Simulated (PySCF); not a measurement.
Computed Raman spectrum (relative Raman activity) of a molecule CH₃F₃OSi. The structure is a stationary point at PBE0-D3(BJ)/def2-SVP. Other conformers were not sampled. Calculation: PBE0-D3(BJ)/def2-SVP in PySCF 2.14.0. Frequencies are harmonic and unscaled.

| ν (cm⁻¹) | relative intensity |
|---|---|
| 421 | 2.7 |
| 620 | 3.1 |
| 718 | 8.7 |
| 754 | 3.0 |
| 827 | 5.1 |
| 890 | 9.0 |
| 915 | 7.6 |
| 958 | 4.3 |
| 2253 | 100 |
| 2307 | 81 |
| 3933 | 56 |

Q: Which molecule gave these data?
A) O[SiH2]C(F)(F)F
B) O[Si](F)(F)CF
C) CO[Si](F)(F)F
D) OC[Si](F)(F)F

A: A, O[SiH2]C(F)(F)F
